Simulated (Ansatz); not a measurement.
# Strength of the Al–C bond: C4H9Al → C3H6Al + CH3

Gas-phase species: C4H9Al `C=[CH][Al]([CH3])[CH3]`, singlet; C3H6Al `C=[CH][Al][CH3]`, doublet; CH3 (methyl radical) `[CH3]`, doublet. The bond broken is the one whose loss leaves C3H6Al `C=[CH][Al][CH3]`, relaxed to its own shape; its unpaired electron may spread away from that site.

Shapes, held fixed at every level: PBE0-D4/def2-TZVP. Flexible molecules stand in one conformer, not always the lowest. Programs: Ansatz 0.2.0. Electronic energies: no zero-point or thermal term.

| level | kind | ΔE (kJ/mol) | less CCSD(T)/CBS estimate | CPU time (sum over the molecules) |
| --- | --- | --- | --- | --- |
| HF/def2-SVP | Hartree–Fock | +253.3 | -111.6 | – |
| SPW92/def2-TZVPP | LDA | +403.8 | +38.9 | 9.3 s |
| r2SCAN-D4/def2-TZVPP | meta-GGA | +335.3 | -29.6 | 31 s |
| BHLYP-D4/def2-TZVPP | global hybrid | +341.4 | -23.5 | 21 s |
| wB97M-V/def2-TZVPP | range-separated hybrid | +373.5 | +8.6 | 69 s |
| wB97X-V/def2-TZVPP | range-separated hybrid | +368.5 | +3.6 | 52 s |
| CCSD(T)/CBS estimate | coupled cluster or CI | +364.9 | 0.0 | – |

The highest level, CCSD(T)/CBS estimate, gives ΔE = +364.9 kJ/mol; the levels span +253.3 to +403.8. The column of differences is taken from that level and isn't an error. Hartree–Fock misses the correlation of the pair that is broken and comes out low. No measured value is set beside it here. Spin contamination: C3H6Al (⟨S²⟩ up to 0.78). Open shells run unrestricted. The CBS estimate extrapolates MP2 from def2-TZVPP and def2-QZVPP and adds CCSD(T) − MP2 in the triple-zeta set, cores frozen. Times are processor times on shared x86 and Arm servers, and rough.
